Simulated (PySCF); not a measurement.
C4H5NO, SMILES N1=CC(OC1)=C. Geometry optimised at PBE-D3(BJ)/def2-SVP. The values are those of a single conformer.

Computed equilibrium geometry at PBE-D3(BJ)/def2-SVP (PySCF confirms it by a frequency run) as a Z-matrix, and its point group (one conformer of several):
point group Cs.
```
C
C 1 1.3535
O 1 1.3672 2 125.20
H 2 1.0975 1 119.21 3 180.00
H 2 1.0980 4 119.26 1 180.00
C 3 1.4452 1 106.68 2 180.00
H 6 1.1148 3 109.27 1 121.00
H 6 1.1148 7 108.03 3 -118.78
N 6 1.4393 7 110.74 8 -121.43
C 9 1.2906 6 106.00 7 -120.09
H 10 1.1028 9 122.78 6 180.00
```
Charge 0, spin multiplicity 1.
